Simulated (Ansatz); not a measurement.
Reaction (formal loss of a carbene): `OC[SiH](O)[SiH3]` → `[CH2]` (triplet) + `O[SiH](O)[SiH3]`

Isolated molecules relaxed with PBE0-D4/def2-TZVP in Ansatz; ΔE leaves out vibrations. CCSD(T)/CBS adds triple-zeta CCSD(T) − MP2 to the extrapolated MP2 energy (def2 sets, frozen cores). This one scheme is used for every species. Functionals use def2-TZVPP. B3LYP here is the variant with VWN-RPA as its local correlation; programs differ in this. Triplets are unrestricted, without spin–orbit coupling. Each species was taken in one conformer, which may not be the lowest.

Is it downhill or uphill in electronic energy at CCSD(T)/CBS, and by how much? (Estimate.)

Computed: Uphill: ΔE = +255.3 kJ/mol.

What do these levels give: PBE-D4, PBE0-D4, B3LYP-D4, B2PLYP, r2SCAN, MP2/def2-TZVPP, SCS-MP2/def2-TZVPP, CCSD/def2-TZVPP, CCSD(T)/def2-TZVPP, SCS-MP2/def2-QZVPP, MP2/CBS(def2), CCSD/CBS(def2)? (Best estimate.)

The calculation gave: PBE-D4 279.7, PBE0-D4 263.9, B3LYP-D4 254.4, B2PLYP 245.5, r2SCAN 236.5, MP2/def2-TZVPP 250.0, SCS-MP2/def2-TZVPP 252.9, CCSD/def2-TZVPP 232.3, CCSD(T)/def2-TZVPP 245.4, SCS-MP2/def2-QZVPP 259.6, MP2/CBS(def2) 259.9, CCSD/CBS(def2) 242.2 kJ/mol.

Largest T1 diagnostic among the species: 0.013.

The D4 term adds +10.8 kJ/mol with B3LYP and +6.0 kJ/mol with PBE0; it sums over pairs of atoms, weighted by their polarisabilities, and B3LYP, whose exchange is more repulsive, gets the larger term. From PBE to PBE0 (25 % exact exchange), in def2-TZVPP and without D4, ΔE moves by −14.9 kJ/mol.
